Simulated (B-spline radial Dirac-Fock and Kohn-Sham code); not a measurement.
Z = 20 (calcium), transition energy 259 keV. These are calculated numbers from a radial finite-basis atomic code; the model is a Dirac-Hartree-Slater potential of the neutral atom with a Latter tail (no hole, which puts coefficients of high multipoles low close above an edge), finite nucleus with surface currents. Subshells that would emit electrons below 1 keV are left out.

Question: A pure transition shows α(K) = 0.00109, L1/L2 = 149 and L1/L3 = 78.9. What is its multipolarity?
A. M4
B. M2
C. E4
D. M1
E. E1
F. E3
G. E2
H. M3

Answer: E. For comparison, α(K), L1/L2, L1/L3 are E2 0.00626, 58.1, 43.6; E3 0.0307, 23.8, 21.9; E4 0.143, 11.9, 12.0; M1 0.00115, 93.9, 161; M2 0.00563, 48.3, 94.7; M3 0.0267, 29.3, 38.4; M4 0.126, 19.8, 18.7.
